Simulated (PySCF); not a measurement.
SnF2, SMILES [F][Sn][F] (connectivity only; charge and spin as stated), neutral, multiplicity 1. Geometry: B3LYP-D3(BJ)/def2-TZVP. The isomer is the one that the SMILES or the coordinates give; other isomers of the formula were not compared. The def2 effective core potentials stand for the cores of Sn; spin–orbit coupling is left out.

Level of theory: B3LYP-D3(BJ)/def2-TZVP run with PySCF.

Harmonic wavenumbers (cm⁻¹): 189, 572, 590. Rotational constants (GHz): 10.37, 6.324, 3.929; symmetry number 2.

Work out the zero-point energy and the ideal-gas rigid-rotor harmonic-oscillator thermochemistry at 298.15 K and 1 atm.

ZPE = ½ Σ hcν = ½ × 1351 cm⁻¹ = 8.08 kJ/mol. H − E(el) = 20.41 kJ/mol. Entropy in J/(mol K): translation 171.78, rotation 97.32, vibration 13.43, total 282.53. G − E(el) = -63.82 kJ/mol. Cp = 49.99 J/(mol K).
